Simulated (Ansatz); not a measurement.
A family of molecules: the HOMO–LUMO gap

One atom is swapped for its congeners: Ge2H6O `[GeH3][O][GeH3]`; Ge2H6S (digermathiane) `[GeH3][S][GeH3]`; Se(GeH3)2; Te(GeH3)2. All are singlets with charge 0.

Shapes, held fixed at every level: PBE0-D4/def2-TZVP. Programs: Ansatz 0.2.0. Values in eV.

```csv
level,Ge2H6O,Ge2H6S,Se(GeH3)2,Te(GeH3)2
SPW92/def2-TZVPP,5.39,4.77,4.36,3.57
PBE-D4/def2-TZVPP,5.59,4.98,4.55,3.67
BHLYP-D4/def2-TZVPP,10.27,9.00,8.37,7.15
PBE0-D4/def2-TZVPP,7.97,7.04,6.52,5.47
r2SCAN0-D4/def2-TZVPP,8.39,7.39,6.86,5.74
wB97M-V/def2-TZVPP,12.08,11.00,10.41,9.25
wB97X-V/def2-TZVPP,12.43,11.41,10.79,9.56
```

At wB97X-V/def2-TZVPP the HOMO–LUMO gap falls at every step, from 12.43 to 9.56 eV. Every level shows the same order. For atoms past krypton def2 sets carry core potentials with scalar relativity. Relativity is left out for Ge, Se unless named. Orbital gaps aren't excitation energies, and the LUMO depends on the basis.
